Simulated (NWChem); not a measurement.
System: TiH3O3 cation; SMILES [OH][Ti+]([OH])[OH]

Here is an NWChem input.

```
start job
memory heap 200 mb stack 900 mb global 1100 mb
charge 1
geometry units angstroms noautoz
  Ti     0.000007    -0.000004     0.239475
  O      1.633439    -0.297393    -0.185839
  H      2.485555    -0.104109    -0.606743
  O     -1.074265    -1.265884    -0.185853
  H     -1.332961    -2.100494    -0.606732
  O     -0.559157     1.563289    -0.185825
  H     -1.152638     2.204565    -0.606746
end
basis spherical
  * library 6-31g*
end
dft
  xc xpbe96 cpbe96
  iterations 150
  mulliken
end
task dft energy
```

The geometry was optimised at PBE0/def2-SVP. The spin multiplicity was typed, not searched, and may not be the lowest.

Question: Give the results of this calculation. (PBE/6-31G* (spherical d).) Quantities: basis functions; energy (Ha); highest occupied level (eV); orbital gap (eV).

Answer: 
```yaml
number_of_basis_functions: 82
energy (Ha): -1076.31
highest occupied level (eV): -13.02
orbital gap (eV): 3.64
```
